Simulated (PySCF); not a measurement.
**Ionisation energy of Sn²³⁺ by level of theory**

Sn²³⁺ [Ar] 3d9 (2D) → Sn²⁴⁺ [Ar] 3d8 (3F), as a difference of total energies. Computed with PySCF 2.14 in an uncontracted even-tempered set (19 s from 2.5 bohr⁻², ratio 2.5; 13 p from 3.2 bohr⁻², ratio 2.5; 8 d from 3.2 bohr⁻², ratio 2.5; 4 f from 17 bohr⁻², ratio 2.7; 3 g from 25 bohr⁻², ratio 2.7), with the spin-free X2C one-electron Hamiltonian (Gaussian nucleus). Correlated levels: outer shells: [Ne] frozen; virtual orbitals above 40 to 60 times the deepest correlated orbital energy dropped. The calculations carry no spin-orbit coupling.

| method | ionisation energy (eV) |
| --- | --- |
| UHF | 1198.5 |
| LDA | 1200.3 |
| PBE | 1199.1 |
| PBE0 | 1199.6 |
| r2SCAN | 1198.7 |
| r2SCANh | 1198.9 |
| B2PLYP | 1199.7 |
| MP2 (outer shells) | 1200.4 |
| SCS-MP2 (outer shells) | 1200.1 |

A first-order spin-orbit estimate (lowest level to lowest level, LS coupling) adds -1.958 eV.

Breit and QED terms and the two-electron picture change are absent.

For comparison: 1195 ± 4 eV (theoretical estimate listed by NIST; NIST Atomic Spectra Database, ionization energies).
